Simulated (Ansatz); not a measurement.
The Ge6–H7 bond of CH6BeGe (SMILES [CH3][Be][GeH3]) is stretched (multiplicity 1, the rest rigid).
Geometry at rest (charge 0, multiplicity 1):
```
atom    x (Å)    y (Å)    z (Å)
----  -------  -------  -------
Be    -0.1838   1.0492  -0.7546
C     -0.4193   2.3926  -1.7208
H     -1.2268   3.0309  -1.3459
H     -0.6826   2.1178  -2.7481
H      0.4784   3.0178  -1.7796
Ge     0.1264  -0.7213   0.5188
H      0.9812  -1.8178  -0.1578
H      0.8479  -0.3987   1.8478
H     -1.1919  -1.4196   0.9253
```

Frozen-core correlation. Filled d and f shells under p-block atoms count as core.

The values were computed with Ansatz (a quantum-chemistry and plane-wave program) with Gaussian orbitals. Each number belongs to the level named beside it.

Energies above the point at 1.546 Å (the B3LYP-D3(BJ) bond length), FIC-MRCISD+Q on CASSCF(2,2)/cc-pVDZ (kcal/mol): 6.28 at 1.392 Å; 3.23 at 1.701 Å; 79.58 at 4.948 Å.

### Question
Take the last value as the depth D of a Morse curve D(1 − e^(−a(R − R₀)))², fit a and R₀ to the two near points, and test it at 2.087 and 2.706 Å.

### Answer

With D = 79.6, both near points (counted from the curve's value at 1.546 Å) are met by a = 1.53 Å⁻¹ and R₀ = 1.554 Å, so k = 2Da² = 373 kcal/(mol Å²). The curve then gives 24.8 and 54.6 kcal/mol; the level itself gives 26.0 and 59.5, so Morse is off by -1.2 and -4.9.
